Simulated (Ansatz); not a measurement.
Isolated molecules relaxed with PBE0-D4/def2-TZVP in Ansatz; ΔE leaves out vibrations. CCSD(T)/CBS is the MP2 limit (def2-TZVPP, def2-QZVPP) plus CCSD(T) − MP2 in def2-TZVPP, frozen cores. DFT in def2-TZVPP. B3LYP here is the variant with VWN-RPA as its local correlation; programs differ in this. Each species was taken in one conformer, which may not be the lowest.

Reaction (substitution at a C–C bond): `OCC1CC1` + `C1N[SiH2]O1` → `OCN1CO[SiH2]1` + `C1CC1`

```json
{"level": "PBE-D4", "ΔE (kJ/mol)": "6.7", "difference from CCSD(T)/CBS": "-6.2"}
{"level": "PBE0-D4", "ΔE (kJ/mol)": "7.9", "difference from CCSD(T)/CBS": "-5.0"}
{"level": "B3LYP-D4", "ΔE (kJ/mol)": "4.7", "difference from CCSD(T)/CBS": "-8.2"}
{"level": "ωB97X-V", "ΔE (kJ/mol)": "8.6", "difference from CCSD(T)/CBS": "-4.3"}
{"level": "B2PLYP", "ΔE (kJ/mol)": "8.1", "difference from CCSD(T)/CBS": "-4.8"}
{"level": "PBE", "ΔE (kJ/mol)": "7.6", "difference from CCSD(T)/CBS": "-5.3"}
{"level": "r2SCAN", "ΔE (kJ/mol)": "9.5", "difference from CCSD(T)/CBS": "-3.4"}
{"level": "B3LYP", "ΔE (kJ/mol)": "6.1", "difference from CCSD(T)/CBS": "-6.8"}
{"level": "CCSD/def2-TZVPP", "ΔE (kJ/mol)": "10.4", "difference from CCSD(T)/CBS": "-2.5"}
{"level": "CCSD(T)/def2-TZVPP", "ΔE (kJ/mol)": "10.5", "difference from CCSD(T)/CBS": "-2.4"}
{"level": "CCSD(T)/CBS", "ΔE (kJ/mol)": "12.9", "difference from CCSD(T)/CBS": "0"}
```

Largest T1 diagnostic among the species: 0.011.

In def2-TZVPP, CCSD(T) changes the Hartree–Fock value by +4.7 kJ/mol (the triples alone add +0.1 kJ/mol) and MP2 by +6.1 kJ/mol.
